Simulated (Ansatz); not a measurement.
Cartesian coordinates in Å:
```
Si -0.759 -1.267 -0.747
Si 0.614 -0.119 0.773
B 0.331 1.831 0.402
Cl 1.304 2.641 -0.793
H -2.179 -0.863 -0.559
H -0.650 -2.737 -0.545
H -0.351 -0.940 -2.139
H 2.025 -0.538 0.549
H 0.199 -0.491 2.155
H -0.534 2.483 0.905
```

Charge 0, multiplicity 1.

List the r2SCAN/def2-TZVPP orbital energies in eV (Ansatz). (Estimate.)

Computed: Occupied: -2753.85, -1791.06, -1790.77, -255.24, -193.77, -193.69, -193.60, -181.96, -141.56, -141.30, -96.42, -96.40, -96.40, -96.16, -96.15, -96.13, -22.14, -14.81, -13.43, -12.34, -10.45, -9.48, -9.23, -9.20, -8.87, -8.61, -7.74, -6.87. Lowest empty: -2.99, -0.36, -0.14, 0.49, 0.66, 0.83, 1.20, 1.83.
